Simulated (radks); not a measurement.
Problem. Excited configurations of In I: one electron is placed in a higher orbital outside [Kr] 4d10 5s2. The ground configuration is [Kr] 4d10 5s2 5p1. Calculated with a radial shooting solver on a logarithmic mesh with Libxc functionals: Dirac Kohn-Sham, PBEsol, spin-unpolarised, spherical densities, finite nucleus; open shells fill j = l - 1/2 first; Fermi nuclear charge, rms radius 4.6156 fm. Excitation = E - E(ground); binding = E(ion) - E, where the ion is the core of charge +1; n* = 1/sqrt(2 binding) in atomic units, and the quantum defect is n - n*.

| outer orbital | excitation (eV) | binding (eV) | n* | quantum defect | eigenvalue (eV) | <r> (bohr) |
|---|---|---|---|---|---|---|
| 5d3/2 | 3.938 | 1.638 | 2.882 | 2.118 | -0.700 | 9.652 |
| 5f5/2 | 4.955 | 0.622 | 4.678 | 0.322 | -0.359 | 29.63 |
| 6p1/2 | 3.616 | 1.960 | 2.634 | 3.366 | -1.091 | 10.03 |
| 6d3/2 | 4.535 | 1.042 | 3.614 | 2.386 | -0.567 | 18.22 |
| 7p1/2 | 4.481 | 1.096 | 3.523 | 3.477 | -0.665 | 19.04 |

Estimate the row for 6s1/2.

Solution. excitation (eV) 2.832; binding (eV) 2.745; n* 2.226; quantum defect 3.774; eigenvalue (eV) -1.594; <r> (bohr) 7.760. The Delta-SCF ionisation energy is 5.577 eV (NIST Atomic Spectra Database: 5.786 eV, measured). Self-interaction in the functional shifts the binding energies and quantum defects, so they are the method's values and not measured ones. Spin polarisation and multiplet splitting are left out, so open shells lie too high by an amount that depends on their filling.

Beside tabulated values, note that spin-unpolarised runs miss the spin-polarisation part of the exchange energy of open shells.
